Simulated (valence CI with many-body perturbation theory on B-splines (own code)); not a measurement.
Which ion has this spectrum?

A relativistic CI+MBPT calculation for an atom or ion with 41 electrons gives these levels (cm⁻¹):

```
   J  Parity       E     g
 5/2    even       0  1.30
 5/2    even  172372  1.34
 7/2    even  213752  1.17
 3/2    even  218751  1.17
11/2    even  222519  1.11
 9/2    even  237574  1.14
 5/2    even  248454  1.13
 1/2    even  258582  1.79
 7/2    even  263997  1.07
 3/2    even  319478  0.79
 5/2    even  383571  1.31
 7/2    even  412766  1.21
11/2    even  418411  1.09
 9/2    even  423583  1.15
```

The energies are calculated, and their last digits are not significant.

(1) Which is it?
A. Pt37+
B. Ir36+
C. Hg39+
D. Bi42+

## Answers

(1) C. Hg39+, ground level (4d3/2^4 4d5/2) J=5/2.
